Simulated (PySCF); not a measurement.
Spinor energies of Hg²⁺ (mercury, charge +2)

Start: [Xe] 4f14 5d9 6s1; 5d3/2 filled at m_j = -3/2, -1/2, +1/2, +3/2; 5d5/2 filled at m_j = -3/2, -1/2, +1/2, +3/2, +5/2; 6s1/2 filled at m_j = +1/2. Calculated with PySCF 2.14 in x2c-TZVPall-2c (11s11p10d2f, 108 functions): generalised Hartree-Fock with the X2C-1e Hamiltonian and a Gaussian nucleus; spin-orbit coupling (SO) screened by Boettger's factors. This is a chosen level, not necessarily the ground level.

```
spinor shell  electrons  ε, screened SO (eV)  weight of nominal j (screened SO)  rms radius, screened SO (bohr)
       1s1/2          2             -83561.5                              1.000                          0.0187
       2s1/2          2             -14979.3                              1.000                          0.0755
       2p1/2          2             -14348.6                              1.000                          0.0639
       2p3/2          4             -12395.5                              1.000                          0.0720
       3s1/2          2              -3641.7                              1.000                           0.193
       3p1/2          2              -3358.7                              1.000                           0.184
       3d3/2          4              -2456.8                              1.000                           0.176
       3d5/2          6              -2363.1                              1.000                           0.180
       4s1/2          2              -856.39                              1.000                           0.424
       4p1/2          2              -734.00                              1.000                           0.429
       4p3/2          4              -626.52                              1.000                           0.463
       4d3/2          4              -426.29                              1.000                           0.475
       4d5/2          6              -405.50                              1.000                           0.486
       5s1/2          2              -161.83                              1.000                           0.968
       4f5/2          6              -145.10                              0.999                           0.526
       4f7/2          8              -140.85                              0.999                           0.527
       5p1/2          2              -119.69                              0.999                            1.05
       5p3/2          4              -99.685                              0.999                            1.14
       5d3/2          4              -40.397                              0.960                            1.47
       5d5/2          5              -37.810                              0.968                            1.53
       6s1/2          1              -27.676                              0.998                            2.64
```

Q: Where does 3p3/2 lie, and what is the 3p spin-orbit splitting (screened SO)?

A: At -2919.7 eV, 438.97 eV above 3p1/2.

| quantity | screened SO |
| --- | --- |
| E (hartree) | -19638.52882 |
| M_J | 3 |
| ⟨J²⟩ | 12.005 |
| ⟨L²⟩ | 6.178 |
| ⟨S²⟩ | 2.181 |

Each row is a mean over spinors that exchange with the open shell spreads, by up to 5.092 eV (5p3/2).

Breit and QED terms are absent; they matter most for the inner s and p1/2 levels.

Densities and radii are taken from the X2C orbitals without a picture-change correction, which distorts them close to the nucleus.
